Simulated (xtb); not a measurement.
Br3Pb (SMILES [Br][Pb-]([Br])[Br]), charge -1, singlet, at a GFN2-xTB geometry (such geometries of metal compounds can be far from the true shape); xtb with GFN1-xTB.

xtb was given this input:
```
$ xtb mol.xyz --gfn 1 --chrg -1 --hess --json

# file mol.xyz
4

Pb     0.00381371    -0.00015158     0.64375725
Br     0.60057734    -2.35520043    -0.50687391
Br     1.73497476     1.70048433    -0.51263926
Br    -2.34448708     0.65507125    -0.48871810
```

Predict the main parts of the log of this xtb run.


```
   ID    Z sym.   atoms
    1   82 Pb     1
    2   35 Br     2-4

           -------------------------------------------------
          |                Calculation Setup                |
           -------------------------------------------------

           -------------------------------------------------
          |                 G F N 1 - x T B                 |
           -------------------------------------------------

          ...................................................
          :                      SETUP                      :
          :.................................................:
          :  # basis functions                  34          :
          :  # atomic orbitals                  31          :
          :  # shells                           11          :
          :  # electrons                        26          :
          :  # halogen bonds                     0          :
          :  max. iterations                   250          :
          :  Hamiltonian                  GFN1-xTB          :
          :  restarted?                      false          :
          :  GBSA solvation                  false          :
          :  PC potential                    false          :
          :  electronic temp.          300.0000000     K    :
          :  accuracy                    1.0000000          :
          :  -> integral cutoff          0.2500000E+02      :
          :  -> integral neglect         0.1000000E-07      :
          :  -> SCF convergence          0.1000000E-05 Eh   :
          :  -> wf. convergence          0.2000000E-04 e    :
          :  Broyden damping             0.4000000          :
          :  net charge                         -1          :
          :  unpaired electrons                  0          :
          ...................................................

 iter      E             dE          RMSdq      gap      omega  full diag
   1    -13.3829211 -0.133829E+02  0.105E+01    3.17       0.0  T
   2    -13.5374928 -0.154572E+00  0.740E+00    5.17       1.0  T
   3    -13.5946221 -0.571293E-01  0.431E+00    4.90       1.0  T
   4    -13.4975328  0.970892E-01  0.766E+00    3.65       1.0  T
   5    -13.6194261 -0.121893E+00  0.605E-01    4.42       1.0  T
   6    -13.6126923  0.673382E-02  0.167E+00    4.29       1.0  T
   7    -13.6201977 -0.750541E-02  0.251E-02    4.49       2.0  T
   8    -13.6201150  0.827641E-04  0.172E-01    4.47       1.0  T
[...]
         :: total energy             -13.614434382131 Eh    ::
[...]
       4    207.11    -0.61688 ( 99.66%)    -0.63550 (  0.34%)    -0.61694
       5    209.96    -0.60943 ( 99.68%)    -0.63146 (  0.32%)    -0.60951
       6    209.96    -0.60943 ( 99.68%)    -0.63146 (  0.32%)    -0.60950
   ------------------------------------------------------------------------

   temp. (K)  partition function   enthalpy   heat capacity  entropy
                                   cal/mol     cal/K/mol   cal/K/mol   J/K/mol
 298.15  VIB   462.                 2610.720      9.768     18.694
         ROT  0.819E+06              888.752      2.981     30.040
         INT  0.378E+09             3499.473     12.749     48.734
         TR   0.914E+28             1481.254      4.968     44.161
         TOT                        4980.7267    17.7167    92.8951   388.6729

       T/K    H(0)-H(T)+PV         H(T)/Eh          T*S/Eh         G(T)/Eh
   ------------------------------------------------------------------------
    298.15    0.793729E-02    0.969083E-02    0.441374E-01   -0.344466E-01
   ------------------------------------------------------------------------

         :::::::::::::::::::::::::::::::::::::::::::::::::::::
         ::                  THERMODYNAMIC                  ::
         :::::::::::::::::::::::::::::::::::::::::::::::::::::
         :: total free energy         -13.648880990537 Eh   ::
         ::.................................................::
         :: total energy              -13.614434382131 Eh   ::
         :: zero point energy           0.001753537226 Eh   ::
         :: G(RRHO) w/o ZPVE           -0.036200145632 Eh   ::
         :: G(RRHO) contrib.           -0.034446608407 Eh   ::
         :::::::::::::::::::::::::::::::::::::::::::::::::::::

           -------------------------------------------------
          | TOTAL ENERGY              -13.614434382131 Eh   |
          | TOTAL ENTHALPY            -13.604743551758 Eh   |
          | TOTAL FREE ENERGY         -13.648880990537 Eh   |
          | GRADIENT NORM               0.021672006727 Eh/α |
          | HOMO-LUMO GAP               4.490948169412 eV   |
           -------------------------------------------------
########################################################################
[WARNING] Runtime exception occurred
-1- hessian_numhess: Hessian on incompletely optimized geometry!
########################################################################

normal termination of xtb
```
